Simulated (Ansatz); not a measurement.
```xyz
8

C    -0.6752   -0.2515    0.8037
N     0.4158    0.5709    0.3720
C     0.9370    0.5257   -0.7473
Br    0.4427   -0.6471   -2.2178
H    -0.3605   -0.8086    1.6892
H    -1.0237   -0.9492    0.0361
H    -1.4990    0.3974    1.1098
H     1.7631    1.1624   -1.0456
```

Charge 0, multiplicity 1.

Question: List the PBE0/def2-TZVPP orbital energies in eV (Ansatz 0.2.0). (An estimate is asked.)

Answer: Computed: Occupied: -13150.19, -1705.08, -1535.65, -1535.57, -1535.56, -392.09, -280.86, -279.12, -238.91, -179.31, -179.07, -179.04, -72.81, -72.74, -72.72, -72.52, -72.52, -26.79, -22.12, -20.45, -16.25, -13.91, -13.13, -12.81, -11.23, -10.05, -8.41, -8.11, -7.82. Lowest empty: -0.59, 0.09, 1.60, 2.64, 2.91, 3.35, 3.48, 4.67.
